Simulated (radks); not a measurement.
The numbers below are computed, except where a source is named.
Effect of the nuclear size on the thulium ion Tm+, [Xe] 4f13 6s1. Level of theory: Dirac Kohn-Sham, LDA (Slater exchange, Perdew-Wang correlation), spin-unpolarised, spherical densities, finite nucleus; open shells fill j = l - 1/2 first; Fermi nuclear charge, rms radius 5.2256 fm (a radial shooting solver on a logarithmic mesh with Libxc functionals). The rms radius is varied about that value; shifts are against it.

[
 {"rms radius (fm)": "4.2484", "total energy shift (eV)": "-12.0", "density at nucleus (e/bohr^3)": "1.006e+06", "1s1/2 shift (meV)": "-4900", "2s1/2 shift (meV)": "-660", "4p1/2 shift (meV)": "0.110", "5s1/2 shift (meV)": "-5.26", "5p1/2 shift (meV)": "0.285", "6s1/2 shift (meV)": "-0.433", "6p1/2 (empty) shift (meV)": "0.118"},
 {"rms radius (fm)": "4.9904", "total energy shift (eV)": "-3.04", "density at nucleus (e/bohr^3)": "9.589e+05", "1s1/2 shift (meV)": "-1240", "2s1/2 shift (meV)": "-167", "4p1/2 shift (meV)": "0.027", "5s1/2 shift (meV)": "-1.34", "5p1/2 shift (meV)": "0.072", "6s1/2 shift (meV)": "-0.110", "6p1/2 (empty) shift (meV)": "0.030"},
 {"rms radius (fm)": "5.2256", "total energy shift (eV)": "0", "density at nucleus (e/bohr^3)": "9.458e+05", "1s1/2 shift (meV)": "0.000", "2s1/2 shift (meV)": "0.000", "4p1/2 shift (meV)": "0.000", "5s1/2 shift (meV)": "0.000", "5p1/2 shift (meV)": "0.000", "6s1/2 shift (meV)": "0.000", "6p1/2 (empty) shift (meV)": "0.000"},
 {"rms radius (fm)": "5.4608", "total energy shift (eV)": "3.14", "density at nucleus (e/bohr^3)": "9.335e+05", "1s1/2 shift (meV)": "1280", "2s1/2 shift (meV)": "173", "4p1/2 shift (meV)": "-0.028", "5s1/2 shift (meV)": "1.38", "5p1/2 shift (meV)": "-0.074", "6s1/2 shift (meV)": "0.113", "6p1/2 (empty) shift (meV)": "-0.031"},
 {"rms radius (fm)": "5.999", "total energy shift (eV)": "10.7", "density at nucleus (e/bohr^3)": "9.076e+05", "1s1/2 shift (meV)": "4370", "2s1/2 shift (meV)": "588", "4p1/2 shift (meV)": "-0.093", "5s1/2 shift (meV)": "4.70", "5p1/2 shift (meV)": "-0.253", "6s1/2 shift (meV)": "0.386", "6p1/2 (empty) shift (meV)": "-0.105"}
]

Slopes of the eigenvalues against <r^2> in GHz/fm^2, as finite differences over the two radii next to the reference (eigenvalue slopes, not the field-shift constants of lines): 1s1/2 124000, 2s1/2 16700, 4p1/2 -2.71, 5s1/2 134, 5p1/2 -7.21, 6s1/2 11.0, 6p1/2 (empty) -2.99.
